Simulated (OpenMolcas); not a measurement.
# Mo3+: moving or changing the point charges

Mo3+ among 4 point charges of -2.5 e arranged as a square (D4h), 2.23 Å from the ion.

* Program: OpenMolcas
* Method: SS-CASPT2, IPEA 0.25 Eh, imaginary shift 0.1 Eh (closed shells correlated: 4s 4p)
* Basis: ANO-RCC-VDZP [6s5p3d1f]
* Scalar Hamiltonian: DKH2, point nucleus
* Active space: 3 electrons in 5 orbitals (4d)
* State averaging: 2S+1 = 4 even, 10 roots; 2S+1 = 2 even, 40 roots
* Spin-orbit coupling: RASSI with atomic mean-field integrals over the reference wave functions

Runs around this geometry, states (labels of D4, the rotations of D4h). Energies in cm-1 above the lowest state or level, χT in cm3 K/mol.

```tsv
R (Å)	q (e)	Ground state	First state of that spin	First gap with spin-orbit (degeneracies)	χT at 300 K	First state of another spin
2.23	-1.25	4A2	4E 1640	38 (2, 2)	1.339	2A2 11260
2.11	-2.5	4A2	4E 12180	64 (2, 2)	1.736	2E 2390
2.23	-2.5	4A2	4E 9480	33 (2, 2)	1.766	2E 6450
2.42	-2.5	4A2	4E 6250	19 (2, 2)	1.715	2E 9180
```

Taking the first state of the same spin as R^-n, n = -ln(6250 / 12180) / ln(2.42 / 2.11) = 4.9 between the shortest and longest distance.

Scaling the charges by -1.25 / -2.5 = 0.50 scales the first state of the same spin by 1640 / 9480 = 0.17; with fixed orbitals a first-order splitting would follow the charge.

Free-ion shares, where given, are those of the reference states; single-state CASPT2 does not remix them. Point charges carry no covalency, so the field is a model and not that of real ligands. No measured value stands beside these numbers.
